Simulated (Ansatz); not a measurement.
Stepwise reaction of `CN(C)[Si](O)(O)O` with hydrogen, as a gas-phase model of exchange steps in deposition or etching. ΔE in kJ/mol.

Computed with Ansatz on PBE0-D4/def2-TZVP structures; ΔE is electronic, products minus reactants. CCSD(T)/CBS is the MP2 limit (def2-TZVPP, def2-QZVPP) plus CCSD(T) − MP2 in def2-TZVPP, frozen cores. This one scheme is used for every species. DFT in def2-TZVPP. B3LYP here is the variant with VWN-RPA as its local correlation; programs differ in this. Each species was taken in one conformer, which may not be the lowest.

| step | reaction | PBE-D4 | B3LYP-D4 | ωB97M-V | CCSD(T)/CBS |
| --- | --- | --- | --- | --- | --- |
| 1 | `CN(C)[Si](O)(O)O` + H₂ → `CN(C)[SiH](O)O` + H₂O | 88.4 | 95.8 | 96.8 | 93.2 |
| 2 | `CN(C)[SiH](O)O` + H₂ → `CN(C)[SiH2]O` + H₂O | 91.6 | 98.5 | 100.1 | 96.7 |
| 3 | `CN(C)[SiH2]O` + H₂ → `CN(C)[SiH3]` + H₂O | 85.7 | 90.8 | 91.7 | 89.2 |

**Question.** By hand: ΔE of the 3 steps together at CCSD(T)/CBS.

**Answer.** (93.2) + (96.7) + (89.2) = 279.1 kJ/mol, or 93.0 kJ/mol a step.

In ΔE step 3 is the lowest and step 2 the highest. All are uphill at CCSD(T)/CBS. PBE-D4 differs from CCSD(T)/CBS by -5.1 to -3.5 kJ/mol a step. Isolated molecules leave out the surface, adducts and barriers. Largest T1 diagnostic: 0.011.
